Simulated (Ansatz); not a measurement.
Isolated molecules relaxed with PBE0-D4/def2-TZVP in Ansatz; ΔE leaves out vibrations. CBS: MP2 limit from def2 TZ/QZ plus the TZ coupled-cluster correction, frozen cores. Functionals use def2-TZVPP. Elements past krypton have def2 core potentials. For Ge, I outer-core shells are correlated without core-valence functions, which leaves a few kJ/mol of doubt a bond. Scalar relativity is left out up to krypton. Each species was taken in one conformer, which may not be the lowest.

Consider the substitution at a C–Ge bond: `N=[C](S)[GeH3]` + HI → `N=C(S)I` + GeH₄.

```json
{"level": "ωB97X-V", "ΔE (kJ/mol)": "28.9", "difference from CCSD(T)/CBS": "1.1"}
{"level": "ωB97M-V", "ΔE (kJ/mol)": "28.7", "difference from CCSD(T)/CBS": "0.9"}
{"level": "B2PLYP", "ΔE (kJ/mol)": "25.0", "difference from CCSD(T)/CBS": "-2.8"}
{"level": "r2SCAN", "ΔE (kJ/mol)": "22.1", "difference from CCSD(T)/CBS": "-5.7"}
{"level": "HF/def2-TZVPP", "ΔE (kJ/mol)": "37.8", "difference from CCSD(T)/CBS": "10.0"}
{"level": "SCS-MP2/def2-TZVPP", "ΔE (kJ/mol)": "26.7", "difference from CCSD(T)/CBS": "-1.1"}
{"level": "HF/def2-QZVPP", "ΔE (kJ/mol)": "36.3", "difference from CCSD(T)/CBS": "8.5"}
{"level": "MP2/def2-QZVPP", "ΔE (kJ/mol)": "21.9", "difference from CCSD(T)/CBS": "-5.9"}
{"level": "SCS-MP2/def2-QZVPP", "ΔE (kJ/mol)": "24.1", "difference from CCSD(T)/CBS": "-3.7"}
{"level": "HF/CBS(def2)", "ΔE (kJ/mol)": "36.1", "difference from CCSD(T)/CBS": "8.3"}
{"level": "CCSD(T)/CBS", "ΔE (kJ/mol)": "27.8", "difference from CCSD(T)/CBS": "0"}
```

Largest T1 diagnostic among the species: 0.013.

In def2-TZVPP, CCSD(T) changes the Hartree–Fock value by −5.7 kJ/mol (the triples alone add −3.1 kJ/mol) and MP2 by −12.9 kJ/mol. From PBE to PBE0 (25 % exact exchange), in def2-TZVPP and without D4, ΔE moves by +5.5 kJ/mol.
